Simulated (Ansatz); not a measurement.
**Ligand exchange: C3H5Al + NaF → C2H2AlF + CH3Na**

Species: C3H5Al `C#[C][AlH][CH3]`, singlet; NaF, singlet; C2H2AlF `C#[C][AlH][F]`, singlet; CH3Na `[CH3][Na]`, singlet. The partners trade CH3 for F: Al–CH3 and Na–F bonds give way to Al–F and Na–CH3.

Shapes, held fixed at every level: PBE0-D4/def2-TZVP. Programs: Ansatz 0.2.0. Electronic energies: no zero-point or thermal term.

```
                level                   kind  ΔE (kJ/mol)  less CCSD(T)/def2-TZVPP
     SPW92/def2-TZVPP                    LDA         +9.7                     +1.3
  B3LYP-D4/def2-TZVPP          global hybrid         +9.8                     +1.4
  BHLYP-D4/def2-TZVPP          global hybrid        +14.0                     +5.6
r2SCAN0-D4/def2-TZVPP          global hybrid        +21.4                    +13.0
    B2PLYP/def2-TZVPP          double hybrid         +8.4                      0.0
       MP2/def2-TZVPP    perturbation theory        +11.0                     +2.6
   CCSD(T)/def2-TZVPP  coupled cluster or CI         +8.4                      0.0
```

The highest level, CCSD(T)/def2-TZVPP, gives ΔE = +8.4 kJ/mol; the levels span +8.4 to +21.4. The column of differences is taken from that level and isn't an error. No measured value is set beside it here. Correlated rows may include outer-core shells of Na, which these sets cover unevenly.
